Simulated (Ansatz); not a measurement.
`C=[CH][GeH3]` + H₂Se → `[GeH3][SeH]` + ethylene at 700 K and 1 bar (ligand exchange at a Ge–C bond).

Isolated molecules relaxed with PBE0-D4/def2-TZVP in Ansatz; ΔE leaves out vibrations. CCSD(T)/CBS adds triple-zeta CCSD(T) − MP2 to the extrapolated MP2 energy (def2 sets, frozen cores). This one scheme is used for every species. For Ge, Se outer-core shells are correlated without core-valence functions, which leaves a few kJ/mol of doubt a bond. Scalar relativity is left out up to krypton.

```csv
species,CCSD(T)/CBS energy (Eh),H − E (kJ/mol),S (J/(mol·K))
`C=[CH][GeH3]`,-2155.78858,231.8,391.4
H₂Se,-2401.89790,61.1,251.1
`[GeH3][SeH]`,-4479.23116,131.0,372.1
`C=C`,-78.48111,168.9,268.4
```

H − E and S are ideal-gas, rigid-rotor, harmonic terms from PBE0-D4/def2-TZVP. 1 Eh = 2625.50 kJ/mol, R = 8.31446 J/(mol·K).

**Question.** By hand: ΔE, ΔH, ΔS and ΔG.

**Answer.** ΔE = (-4479.23116) + (-78.48111) − (-2155.78858) − (-2401.89790) = -0.02579 Eh = -67.7 kJ/mol. Δ(H − E) = 131.0 + 168.9 − 231.8 − 61.1 = 7.0, so ΔH = -60.7 kJ/mol. ΔS = 372.1 + 268.4 − 391.4 − 251.1 = -2.0 J/(mol·K). ΔG = -60.7 − 700 × (-2.0)/1000 = -59.3 kJ/mol.

**Question.** By hand: the equilibrium constant, and the temperature at which ΔG would vanish if ΔH and ΔS stayed fixed.

**Answer.** log₁₀ K = −ΔG/(RT ln 10) = 4.4. ΔG = 0 at ΔH/ΔS = 30350 K, far beyond where these terms or the molecules hold.

The number of gas molecules stays the same, so ΔS is small and ΔH decides. A doubt of 5 kJ/mol in ΔE shifts log₁₀ K by 0.4 here. These are equilibria of isolated gas molecules and say nothing of rates. Largest T1 diagnostic: 0.012 (customary marks: 0.02 for closed shells, 0.045 for open ones).
